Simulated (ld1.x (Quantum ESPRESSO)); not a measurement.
## What one change does to a pseudopotential (mercury, ultrasoft)

Hg (Z = 80), ultrasoft, made with ld1.x (Quantum ESPRESSO) 7.5 (PBE, scalar-relativistic). Core [Xe] 4f14, reference 5d10 6s1.75 6p0.25. Waves: 6s (bound): rcut 1.60, rcutus 2.00 bohr; 6s channel at 3.95 Ry: rcut 1.60, rcutus 2.00 bohr; 6p (bound): rcut 2.20, rcutus 2.80 bohr; 6p channel at 1.1 Ry: rcut 2.20, rcutus 2.80 bohr; 5d (bound): rcut 1.15, rcutus 1.45 bohr; 5d channel at 2.2 Ry: rcut 1.15, rcutus 1.45 bohr. Local part: all-electron potential smoothed inside 1.15 bohr (lloc = -1). Core correction: a·sin(br)/r model core inside 0.85 bohr. Augmentation charge: built from norm-conserving waves at rcut, not smoothed further.

Change: waves 6p (bound): rcut 2.20, rcutus 4.12 bohr; 6p channel at 1.1 Ry: rcut 2.20, rcutus 4.12 bohr.

Cutoffs: the cutoffs (Ry, on a coarse ladder) from which the occupation-weighted sum of valence levels, in a spherical-Bessel basis at the reference potential, stays within 10 and 1 mRy of its value at 400 Ry; they do not see the model core or the augmentation charge, which bear on the density cutoff. Errors are all-electron minus pseudo energies relative to the spin-unpolarised reference configuration.

Task: What does the change do?

Result: The bound ghosts move from p, s to s; of the 7 tests that both files solve, the error grows in 1 and shrinks in 0 by more than 15 % and 0.3 meV (median size 9.0 → 9.6 meV).

| quantity | base | changed |
| --- | --- | --- |
| cutoffs, loose and tight | 50 Ry, 90 Ry | not determined |
| bound ghosts | p, s | s (p not tested, overlap not positive) |
| error for 5d10 6s2 6p0, meV [ΔE -1.46 eV] | +0.4 | +0.4 |
| error for 5d10 6s1 6p0, meV [ΔE 9.23 eV] | -6.8 | -6.8 |
| error for 5d10 6s0 6p0, meV [ΔE 28.21 eV] | -30 | -30 |
| error for 5d10 6s1.5 6p0, meV [ΔE 2.90 eV] | -1.7 | -1.7 |
| error for 5d10 6s0 6p1, meV [ΔE 16.64 eV] | -12 | -14 |
| error for 5d10 6s0 6p2, meV [ΔE 11.12 eV] | -9.0 | -9.6 |
| error for 5d8 6s0 6p0, meV [ΔE 113.49 eV] | -336 | -336 |
| lowest overlap eigenvalue by channel | s 0.59, p 0.11, d 0.89 | s 0.59, p -0.24, d 0.89 |

Changed file: the overlap operator is not positive definite in a basis up to 400 Ry (lowest eigenvalue p -0.24), so the file is unfit for use: the generalised eigenproblem breaks down once the basis is large enough, and its test numbers describe a broken file. A true bound ghost makes a file unfit for plane-wave use even where its test errors are small: the radial tests pick states by their node count and pass the ghost by.
